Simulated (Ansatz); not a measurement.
The pair A = SiH4 (SMILES [SiH4]) (first 5 atoms), B = CH3F (SMILES CF); geometry from B3LYP-D3(BJ)/def2-TZVP.
(charge 0, multiplicity 1):
```xyz
10

Si     0.1286    -0.1152     0.1965
H      0.4718    -1.5235     0.4820
H     -1.2448     0.1836     0.6598
H      0.1971     0.1172    -1.2664
H      1.0866     0.7931     0.8654
C     -0.4257     0.7409     3.8555
F     -0.0491    -0.4878     3.3200
H     -1.3968     1.0174     3.4446
H     -0.4865     0.6425     4.9395
H      0.3239     1.4843     3.5835
```

Cores are frozen in the correlated methods. MP2 and its Hartree–Fock in aug-cc-pV(T+d)Z are density fitted.

Programs: Ansatz (a first-principles code) with Gaussian orbitals. 

The counterpoise-corrected interaction energy is E(AB) − E(A in the pair's basis) − E(B in the pair's basis). Total energies (hartree):

| level | AB | A in the pair's basis | B in the pair's basis |
|---|---|---|---|
| HF/aug-cc-pV(D+d)Z | -430.3078666 | -291.2505326 | -139.0576679 |
| MP2/aug-cc-pV(D+d)Z | -430.7919151 | -291.3724023 | -139.4176034 |
| HF/aug-cc-pV(T+d)Z | -430.3606279 | -291.2638475 | -139.0971613 |
| MP2/aug-cc-pV(T+d)Z | -430.9535478 | -291.4095512 | -139.5417292 |
| CCSD(T)/aug-cc-pV(D+d)Z | -430.8566246 | -291.4072230 | -139.4474138 |

Problem. Work out the counterpoise-corrected interaction energy at the basis-set limit: extrapolate the MP2 correlation part as X⁻³, take Hartree–Fock from the larger set, and add the CCSD(T) − MP2 difference of aug-cc-pV(D+d)Z.

Solution. 
1. Differences (1 hartree = 627.509 kcal/mol): HF/aug-cc-pV(D+d)Z 0.210; MP2/aug-cc-pV(D+d)Z -1.198; HF/aug-cc-pV(T+d)Z 0.239; MP2/aug-cc-pV(T+d)Z -1.423; CCSD(T)/aug-cc-pV(D+d)Z -1.247.
2. Correlation parts, MP2 less HF: -1.408 in aug-cc-pV(D+d)Z (X = 2), -1.662 in aug-cc-pV(T+d)Z (X = 3).
3. Limit (3³·(-1.662) − 2³·(-1.408))/(3³ − 2³) = -1.769; with HF/aug-cc-pV(T+d)Z it gives -1.530.
4. CCSD(T) less MP2 in aug-cc-pV(D+d)Z: -0.049.
Result: -1.58 kcal/mol, against -1.20 at MP2/aug-cc-pV(D+d)Z. It is an estimate of this method's limit, not of the exact value.
